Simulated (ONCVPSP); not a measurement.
**u(r) = r·R(r): atom against pseudo-atom (Ag)**

Columns: radius, all-electron u(r) and pseudo u(r) of the 4p shell (level -66.82 eV) of silver in the configuration [Ar] 3d10 4s2 4p6 4d10; PBE, scalar-relativistic, ONCV scheme, ONCVPSP 4.0.1.

```tsv
r (bohr)	all-electron	pseudo
0.064	0.3997	0.0095
0.128	0.0928	0.0385
0.192	-0.3890	0.0888
0.256	-0.6104	0.1621
0.320	-0.5446	0.2586
0.384	-0.2974	0.3759
0.448	0.0236	0.5087
0.512	0.3432	0.6484
0.576	0.6201	0.7848
0.640	0.8370	0.9075
0.704	0.9913	1.0076
0.768	1.0872	1.0788
0.832	1.1339	1.1186
0.896	1.1413	1.1280
0.960	1.1189	1.1102
1.024	1.0754	1.0709
1.088	1.0177	1.0160
1.152	0.9515	0.9510
1.216	0.8810	0.8808
1.280	0.8093	0.8092
1.344	0.7387	0.7385
1.408	0.6706	0.6705
1.472	0.6061	0.6060
1.536	0.5458	0.5457
1.600	0.4899	0.4898
1.664	0.4386	0.4385
```

Task: How many radial nodes do the two functions have?

Result: The all-electron 4p function has n − l − 1 = 2; the pseudo-wave has 0, since the states of the same l below it are removed with the core.

Task: At about which radius was the pseudo-wave matched?

Result: 1.28 bohr, where the columns begin to agree (steps of 0.06 bohr).

Task: Where does each function peak?

Result: Outermost all-electron maximum near 0.90 bohr, pseudo maximum near 0.90 bohr (to the table’s step).

Task: Is the pseudo-wave norm-conserving?

Result: Yes: the ONCV scheme keeps the norm inside the radius equal to the all-electron one, which fixes the energy derivative of the logarithmic derivative at the level.
